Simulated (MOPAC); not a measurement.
MOPAC input (AM1):

```
AM1 PRECISE GNORM=0.05 LET XYZ CHARGE=1 GEO-OK AUX(PRECISION=9) THREADS=1
H2BBr2O

O    -1.84031000 1   -0.55736000 1    0.07282300 1
B    -0.41975700 1   -0.12712800 1    0.01661000 1
Br   -0.11177900 1    1.57013600 1    0.70785600 1
Br    0.72596900 1   -1.38412100 1   -0.73216100 1
H    -2.54200300 1    0.01247500 1    0.44369100 1
H    -2.13338900 1   -1.42847300 1   -0.25868200 1
```

From the output:

```
                                                       MOPAC v23.2.5 Linux

          FINAL HEAT OF FORMATION =        103.29607 KCAL/MOL =     432.19074 KJ/MOL

          COSMO AREA              =        119.47 SQUARE ANGSTROMS
          COSMO VOLUME            =        106.43 CUBIC ANGSTROMS

          GRADIENT NORM           =          0.01486          =       0.00607 PER ATOM
          IONIZATION POTENTIAL    =         16.558821 EV
          HOMO LUMO ENERGIES (EV) =        -16.559 -7.024
          NO. OF FILLED LEVELS    =         12
          MOLECULAR WEIGHT        =        188.6332         POINT GROUP:  C2v

          MOLECULAR DIMENSIONS (Angstroms)

            Atom       Atom       Distance
            H     5   Br     4     3.75634
            H     6   Br     3     3.73815
           Br     3    O     1     0.00001

          SCF CALCULATIONS        =         16

   ATOM   CHEMICAL          X               Y               Z
  NUMBER   SYMBOL      (ANGSTROMS)     (ANGSTROMS)     (ANGSTROMS)

     1       O         -1.85500732  *  -0.56181281  *   0.07340777  *
     2       B         -0.39360643  *  -0.11920958  *   0.01557351  *
     3      Br         -0.11003751  *   1.56547650  *   0.70551232  *
     4      Br          0.72500195  *  -1.37922693  *  -0.72984802  *
     5       H         -2.56017518  *   0.01150402  *   0.44639201  *
     6       H         -2.14919665  *  -1.43778202  *  -0.26004513  *

                             CARTESIAN COORDINATES

   1    O       -1.855007319    -0.561812814     0.073407774
   2    B       -0.393606434    -0.119209581     0.015573505
   3   Br       -0.110037507     1.565476505     0.705512324
   4   Br        0.725001947    -1.379226932    -0.729848017
   5    H       -2.560175176     0.011504020     0.446392011
   6    H       -2.149196653    -1.437782017    -0.260045127

           Empirical Formula: H2 O B Br2  =     6 atoms

      MOLECULAR POINT GROUP   :   C2v

                  EIGENVALUES
 -45.84513 -38.60536 -37.84250 -28.80512 -27.30473 -23.41168 -21.82023 -19.15962
 -17.80279 -17.42153 -16.63327 -16.55882  -7.02404  -5.44335  -5.13886  -3.60636
  -1.39378  -1.08937

              NET ATOMIC CHARGES AND DIPOLE CONTRIBUTIONS

  ATOM NO.   TYPE          CHARGE      No. of ELECS.   s-Pop       p-Pop
    1          O          -0.306933        6.3069     1.72539     4.58154
    2          B           0.159608        2.8404     1.26209     1.57831
    3         Br           0.199681        6.8003     1.96570     4.83462
    4         Br           0.199683        6.8003     1.96570     4.83462
    5          H           0.373982        0.6260     0.62602
    6          H           0.373979        0.6260     0.62602
 DIPOLE           X         Y         Z       TOTAL
 POINT-CHG.    -5.703    -1.727     0.226     5.963
 HYBRID        -1.336    -0.405     0.053     1.397
 SUM           -7.039    -2.132     0.279     7.360

          ATOMIC ORBITAL ELECTRON POPULATIONS

     Atom    s        px        py        pz
    1  O   1.72539   1.35650   1.40405   1.82099
    2  B   1.26209   0.50234   0.68312   0.39284
    3 Br   1.96570   1.90105   1.16658   1.76699
    4 Br   1.96570   1.55556   1.53557   1.74349
    5  H   0.62602
    6  H   0.62602

 **********************
 *                    *
 * JOB ENDED NORMALLY *
 *                    *
 **********************

 == MOPAC DONE ==
```

The dipole moment of an ion depends on the origin.

The geometry given is a B3LYP-D3(BJ)/def2-TZVP minimum.
